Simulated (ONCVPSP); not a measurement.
## Before and after: ONCV potential for caesium

ONCVPSP 4.0.1 input, shortened (lines: element, Z, core and valence counts, functional; n l f; lmax; l rc ep ncon nbas qcut; lloc lpopt rc5 dvloc0; l nproj debl; icmod fcfact rcfact), Wu-Cohen, scalar-relativistic:

```
  Cs 55.00    9    3  -118130      upf
    1    0    2.00
    2    0    2.00
    2    1    6.00
    3    0    2.00
    3    1    6.00
    3    2   10.00
    4    0    2.00
    4    1    6.00
    4    2   10.00
    5    0    2.00
    5    1    6.00
    6    0    1.00
    2
    0    3.40    0.00    5    9    2.90
    1    1.95    0.00    3    6    5.10
    2    3.15    0.38    4    8    3.40
    4    5    1.85    6.00
    0    3    2.10
    1    2    1.00
    2    1    1.00
    0    0.00    0.00
```

In the d channel the program set the typed energies aside and used 0.050 Ha.

All-electron outer shells of the reference configuration (Wu-Cohen, scalar-relativistic, ld1.x):

| shell | level (eV) | outermost node (bohr) | outermost maximum (bohr) |
| --- | --- | --- | --- |
| 5s | -26.82 | 0.82 | 1.54 |
| 5p | -13.57 | 0.89 | 1.79 |
| 6s | -2.04 | 2.11 | 4.92 |

Change: p: rc 2.86.

Cutoffs: the cutoffs (Ha) at which the residual kinetic energy of the hardest occupied pseudo-wave falls to 1 and 0.1 mHa per electron; they do not see the model core or the augmentation charge, which bear on the density cutoff. Errors are all-electron minus pseudo energies relative to the spin-unpolarised reference configuration.

Q: Predict the effect on cutoff, ghosts and configuration errors.

A: The potential gets softer (10 Ha and 13 Ha → 4.4 Ha and 8.3 Ha); the errors of the 4 common tests hardly move; neither file shows a bound ghost. A larger radius leaves more room for a smooth pseudo-wave, so fewer plane waves are needed.

| quantity | base | changed |
| --- | --- | --- |
| cutoff, loose | 10 Ha | 4.4 Ha |
| cutoff, tight | 13 Ha | 8.3 Ha |
| loose cutoff by channel | s 2.2 Ha, p 10 Ha | s 2.2 Ha, p 4.4 Ha |
| bound ghosts | none | none |
| GHOST(+) flags under 300 eV | none | none |
| error for 5s2 5p6 6s0, meV [ΔE 3.74 eV] | -0.4 | -0.4 |
| error for 5s2 5p6 6s0.5, meV [ΔE 1.42 eV] | -0.1 | -0.1 |
| error for 5s2 5p6 6s0 6p1, meV [ΔE 1.31 eV] | -0.1 | -0.1 |
| error for 5s1 5p6 6s1, meV [ΔE 31.76 eV] | -266 | -239 |
| s: phases at 3.46 bohr within 0.05 rad from the reference energy up to (Ha; the scan ends near 5) | 4.6 | 4.6 |
| d: phases at 3.20 bohr within 0.05 rad from the reference energy up to (Ha; the scan ends near 5) | 1.2 | 1.2 |

Changed file: The cutoffs count occupied waves only; projector 3 of the s channel, the hardest unoccupied one, needs 12 Ha at the loose tolerance.
